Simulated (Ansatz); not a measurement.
Isolated molecules relaxed with PBE0-D4/def2-TZVP in Ansatz; ΔE leaves out vibrations. CCSD(T)/CBS adds triple-zeta CCSD(T) − MP2 to the extrapolated MP2 energy (def2 sets, frozen cores). This one scheme is used for every species. DFT in def2-TZVPP. B3LYP here is the variant with VWN-RPA as its local correlation; programs differ in this. HSE06 is defined as in plane-wave codes. def2 core potentials past Kr. For Br, In outer-core shells are correlated without core-valence functions, which leaves a few kJ/mol of doubt a bond. Scalar relativity is left out up to krypton. Each species was taken in one conformer, which may not be the lowest.

`[NH2][In]([OH])[Br]` + CH₄ → `[CH3][In]([NH2])[OH]` + HBr  (formal exchange of groups at the In–Br bond)

Q: Is it downhill or uphill in electronic energy at CCSD(T)/CBS, and by how much? (An estimate is asked.)

A: Ansatz gave: Uphill: ΔE = +1.60 eV.

Q: What do these levels give: PBE-D4, BLYP-D4, B97M-V, HSE06-D4, BHLYP-D4, ωB97M-V, revPBE, B3LYP, CAM-B3LYP, RPA@PBE/def2-TZVPP, CCSD/def2-TZVPP, SCS-MP2/def2-QZVPP? (An estimate is asked.)

A: The calculation gave: PBE-D4 1.58, BLYP-D4 1.60, B97M-V 1.71, HSE06-D4 1.65, BHLYP-D4 1.74, ωB97M-V 1.61, revPBE 1.61, B3LYP 1.65, CAM-B3LYP 1.62, RPA@PBE/def2-TZVPP 1.50, CCSD/def2-TZVPP 1.58, SCS-MP2/def2-QZVPP 1.62 eV.

Largest T1 diagnostic among the species: 0.015.

At CCSD(T), def2-SVP lies +0.10 eV from the extrapolated value and def2-TZVPP −0.04 eV. From PBE to PBE0 (25 % exact exchange), in def2-TZVPP and without D4, ΔE moves by +0.06 eV.
